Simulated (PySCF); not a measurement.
**UHF on Sc (scandium, neutral)**

Configuration: [Ar] 3d1 4s2, 2D determinant. All numbers are calculated (PySCF 2.14, the spin-free X2C one-electron Hamiltonian (Gaussian nucleus), in aug-cc-pVDZ-DK).

* Total energy: -763.283460 hartree
* One-electron energy: -1044.8000 hartree
* Hartree (Coulomb) energy: 319.8392 hartree
* Exchange energy: -38.3226 hartree
* ⟨S²⟩: 0.7620
* ⟨L²⟩: 6.052
* Sum of ⟨r⟩: 21.41 bohr
* Sum of ⟨r²⟩: 52.74 bohr²
* Traceless quadrupole moment −½Σ⟨3z² − r²⟩ along its main axis: 0.210 e·bohr²
* Langevin diamagnetic susceptibility: -41.8 ×10⁻⁶ cm³/mol

```tsv
shell	electrons	mean orbital energy (eV)	spread (eV)	rms radius, mean of both spins (bohr)
1s α	1	-4539.7	0	0.0844
1s β	1	-4539.7	0	0.0844
2s α	1	-524.49	0	0.370
2s β	1	-524.15	0	0.370
2p α	3	-427.19	0.078	0.340
2p β	3	-426.84	0.494	0.340
3s α	1	-71.315	0	1.15
3s β	1	-69.842	0	1.15
3p α	3	-43.835	0.978	1.27
3p β	3	-41.985	1.445	1.27
3d α	1	-9.354	0	1.92
4s α	1	-5.926	0	4.22
4s β	1	-5.601	0	4.22
```

Densities and radii are taken from the X2C orbitals without a picture-change correction, which distorts them close to the nucleus.

Spin-orbit constants ζ (cm⁻¹) from the X2C one-electron operator on these orbitals: bare nucleus, nucleus screened by l(l+1)(2l+1)/3 electrons, and screened by the Breit-Pauli mean field of the electrons.

```tsv
shell	bare	screened nucleus	mean field
2p	26920	24360	23200
3p	2759	2496	2357
3d	173.2	90.74	75.34
```

To first order the Landé constant is A = 75.34 cm⁻¹, so the lowest level has J = 3/2 and lies 0.0140 eV below the centre of the term.
